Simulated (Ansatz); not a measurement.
# Reading a saddle point

A first-order saddle point of C2H5I, closed shell, PBE0-D4/def2-TZVP, with one imaginary mode of 1377i cm⁻¹:

```xyz
8
angstrom
I -0.5098 -2.4160 0.8588
C 0.8159 0.1206 -0.1849
H 1.4743 0.1300 0.6752
H 1.1629 -0.4201 -1.0571
C -0.4415 0.7118 -0.1467
H -0.6633 1.4071 0.6567
H -0.9755 0.8555 -1.0806
H -0.8631 -0.3888 0.2786
```

Ansatz 0.2.0; basis: def2-TZVPP and def2-QZVPP; cores frozen in the correlated methods. Filled d shells of the heavier atoms are correlated. Core potentials replace the inner electrons of the atoms past krypton. The def2 sets are not built for correlating such inner shells, so the correlated values are less sure here. Extrapolation: Hartree–Fock as exp(−7.88 √X), correlation as X^−2.97.

(1) Which contacts change along the imaginary mode, and what lies on either side? (A judgement: the text doesn't fix the answer.)

(2) Which side is lower, and how far does the saddle lie above each? (An estimate is asked for; the value comes from the calculation.)

T1 diagnostic: at most 0.031. The T1 diagnostic is large here, which may signal multireference character or strong orbital relaxation, so CCSD(T) is less sure.

Answers

(1) Computed: The step is C₂H₅I (CCI) → C₂H₄ (C=C) + HI, with the molecules in contact on both sides. Shortening one way: I1–H8; lengthening the same way: I1–C2, C5–H8.
```tsv
pair	one side (Å)	saddle (Å)	other side (Å)
I1–H8	3.22	2.14	1.62
I1–C2	2.15	3.05	4.10
C5–H8	1.09	1.25	2.52
```

(2) Computed: The side with I1–C2, C5–H8 short is lower by 101.8 kJ/mol; the saddle lies 252.1 kJ/mol above it and 150.4 kJ/mol above the other (CCSD(T) at an estimated basis limit (MP2 extrapolated from triple and quadruple zeta, plus CCSD(T) − MP2 in triple zeta); electronic energies).

For scale, one of the runs: CCSD(T)/def2-TZVPP, 182 basis functions (an equivalent command: `ansatz run in.yaml --threads 4`). Time: 52 s of wall clock on 4 CPU threads; the host was shared. Peak host memory: 2.1 GiB.
